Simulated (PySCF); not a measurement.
# Electronic absorption of (ClGaPH)3 ring

Species: (ClGaPH)3 ring, Cl₃Ga₃H₃P₃.
Z-matrix (Å and degrees, PBE0-D3(BJ)/def2-SVP geometry), rows numbered from 1:
```
Ga
Cl  1  2.1488
P   1  2.3296  2  115.71
Ga  3  2.3110  1   87.63  2  -171.63
Cl  4  2.1616  3  119.46  1    90.67
P   4  2.3256  3  124.79  1   -80.06
Ga  6  2.3132  4   85.58  3    57.94
Cl  7  2.1560  6  118.20  4  -132.01
P   7  2.3195  6  124.46  4    39.29
H   3  1.4305  1   91.85  2   -74.68
H   6  1.4322  4   95.31  3   -31.07
H   9  1.4397  1   89.20  2   137.76
```

Computed with TDDFT CAM-B3LYP/def2-SVPD, vertical, gas phase, core orbitals frozen in the response in PySCF 2.14.0, density-fitted response routines. The CAM-B3LYP/def2-SVPD calculation is non-relativistic and has no spin–orbit coupling, an omission that weighs most on gallium.

```csv
state,E (eV),λ (nm),ν̃ (cm⁻¹),f,"main configurations (H = HOMO, L = LUMO)"
S1,3.80,326.5,30630,0.0014,H→L (89%)
S2,3.96,312.9,31960,0.0083,H-1→L (83%)
S3,4.25,292.0,34240,0.0003,"H-2→L (78%), H-1→L+1 (11%)"
S4,4.54,273.4,36580,0.019,H→L+1 (76%)
S5,4.58,270.9,36920,0.0026,"H-1→L+1 (76%), H-2→L (13%)"
S6,4.90,253.0,39530,0.0025,H-2→L+1 (82%)
S7,5.34,232.2,43070,0.0046,"H→L+3 (30%), H→L+2 (18%), H-1→L+2 (18%)"
S8,5.37,230.7,43340,0.028,"H-3→L (35%), H-4→L (14%), H-1→L+2 (13%)"
S9,5.46,227.0,44050,0.020,"H-3→L (33%), H-1→L+2 (21%), H-1→L+3 (8%)"
S10,5.51,225.1,44430,0.032,"H→L+3 (36%), H→L+2 (15%), H-1→L+2 (12%)"
S11,5.55,223.4,44770,0.0097,"H-4→L (44%), H→L+2 (18%), H-1→L+3 (8%)"
S12,5.66,219.1,45650,0.055,"H-1→L+3 (15%), H-3→L+1 (14%), H→L+2 (12%)"
S13,5.71,217.2,46040,0.052,"H-1→L+4 (22%), H-1→L+3 (15%), H-1→L+2 (14%)"
S14,5.73,216.5,46180,0.027,"H→L+4 (28%), H-2→L+4 (9%)"
S15,5.77,214.7,46570,0.035,"H-1→L+4 (33%), H-5→L (27%), H-1→L+3 (10%)"
```

Triplets (Tamm–Dancoff): T1 3.55 eV, H→L (84%); T2 3.67 eV, H-1→L (73%); T3 3.95 eV, H-2→L (66%), H-1→L+1 (13%); T4 4.23 eV, H→L+1 (50%), H-1→L+1 (20%).

The lowest singlet comes at 327 nm (366 kJ/mol) in the ultraviolet; it is very weak; its leading configuration is HOMO→LUMO (89%). The strongest level in the table is S12 at 5.66 eV (219 nm, f = 0.055). Löwdin shares by element: HOMO phosphorus 68%, gallium 10% or more (atoms not listed hold the other 23%); LUMO gallium 56%, phosphorus 10% or more (atoms not listed hold the other 33%). Orbital energies (eV): HOMO-3 -10.29, HOMO-2 -9.28, HOMO-1 -8.92, HOMO -8.81, LUMO -2.08, LUMO+1 -1.45, LUMO+2 -0.62. Of the 15 states listed, 8 reach f = 0.01 and 1 stays under 0.0005. The oscillator strengths of these states sum to 0.297; summed over the whole spectrum of an exact calculation they would give the number of electrons, 192 (Thomas–Reiche–Kuhn). All these states lie below the vertical ionisation energy of 9.30 eV (ΔSCF). Only the lowest 15 singlets were computed, as vertical energies without vibronic structure.

One conformer stands for the species.
